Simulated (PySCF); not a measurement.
Working out the ionisation energy of Cr¹²⁺

Cr¹²⁺ [Ne] 3s2 (1S) → Cr¹³⁺ [Ne] 3s1 (2S). All numbers are calculated (PySCF 2.14, scalar relativity by spin-free X2C-1e, in an even-tempered Gaussian basis (18 s from 0.81 bohr⁻², ratio 2.5; 11 p from 1.1 bohr⁻², ratio 2.5; 5 d from 4.4 bohr⁻², ratio 2.7; 4 f from 6.6 bohr⁻², ratio 2.7)). Frozen: 1s2; the 19 highest virtual orbitals dropped. Energies in hartree (1 hartree = 27.21139 eV):

```json
{"part": "UHF", "Cr¹²⁺ (lower)": "-990.352788", "Cr¹³⁺ (upper)": "-977.433899"}
{"part": "CCSD correlation", "Cr¹²⁺ (lower)": "-0.409452", "Cr¹³⁺ (upper)": "-0.313478"}
{"part": "(T)", "Cr¹²⁺ (lower)": "-0.002268", "Cr¹³⁺ (upper)": "-0.000544"}
```

Q: What does Hartree-Fock give?

A: (-977.433899) − (-990.352788) = 12.918889 hartree = 351.541 eV.

Q: What do CCSD and CCSD(T) give?

A: The CCSD correlation energies differ by 0.095974 hartree = 2.612 eV and the triples by 0.001724 hartree = 0.047 eV, so CCSD gives 354.153 eV and CCSD(T) 354.200 eV.

A first-order spin-orbit estimate adds 0.000 eV to CCSD(T) (outer shells), giving 354.200 eV against 354.7 ± 0.3 eV (semi-empirical (NIST evaluation); NIST Atomic Spectra Database, ionization energies).

What remains against the reference includes basis incompleteness, the frozen core and higher excitations.
